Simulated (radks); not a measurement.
Results of a calculation; reference values are marked as such.
All-electron atom: Tm LI in [Ar] 3d1. Code: a radial shooting solver on a logarithmic mesh with Libxc functionals. Model: Dirac Kohn-Sham, relativistic LDA (MacDonald-Vosko exchange, VWN5 correlation), spin-unpolarised, spherical densities, finite nucleus; open shells fill j = l - 1/2 first; Fermi nuclear charge, rms radius 5.2256 fm. Some entries of the table are withheld. Estimate them.

orbital  occ.  eigenvalue (eV)  r(max) (bohr)
1s1/2       2        -62139.28        0.01267
2s1/2       2        -13179.26            (1)
2p1/2       2              (2)        0.05401
2p3/2       4              (3)        0.06023
3s1/2       2        -5046.108         0.1957
3p1/2       2        -4882.376         0.1825
3p3/2       4        -4635.657         0.1939
3d3/2       1              (4)            (5)
3d5/2       0              (6)            (7)

Answer. 
(1) 2s1/2 r(max) (bohr): 0.07211
(2) 2p1/2 eigenvalue (eV): -12754.38
(3) 2p3/2 eigenvalue (eV): -11771.67
(4) 3d3/2 eigenvalue (eV): -4396.008
(5) 3d3/2 r(max) (bohr): 0.1495
(6) 3d5/2 eigenvalue (eV): -4337.883
(7) 3d5/2 r(max) (bohr): 0.1527
